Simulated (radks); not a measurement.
Problem. Species: V4+. Configuration: [Ne] 3s1.5 3p6 3d1 4f0.5 (fractional occupations, a model configuration). Calculated with a radial shooting solver on a logarithmic mesh with Libxc functionals: non-relativistic Kohn-Sham, RPBE, spin-polarised, spherical densities, point nucleus; open shells are filled with parallel spins first. Some entries of the table are withheld. Estimate them.

orbital  occ.  eigenvalue (eV)  r(max) (bohr)  <r^2> (bohr^2)
1s up       1        -5391.984        0.04409        0.006029
1s down     1        -5391.750        0.04409        0.006030
2s up       1        -661.6400         0.2580          0.1140
2s down     1        -660.8930         0.2580          0.1138
2p up       3        -568.1819         0.2092         0.09307
2p down     3        -567.5571         0.2091         0.09287
3s up       1        -129.9626            (1)          0.9662
3s down   0.5        -127.6351            (2)          0.9719
3p up       3        -103.7975         0.8254             (3)
3p down     3        -101.5399         0.8268             (4)
3d up       1         -62.4971         0.8002           1.293
3d down     0         -60.3938         0.8037           1.323
4f up     0.5         -18.0590          3.207           14.22

Solution. 
(1) 3s up r(max) (bohr): 0.8123
(2) 3s down r(max) (bohr): 0.8132
(3) 3p up <r^2> (bohr^2): 1.061
(4) 3p down <r^2> (bohr^2): 1.070
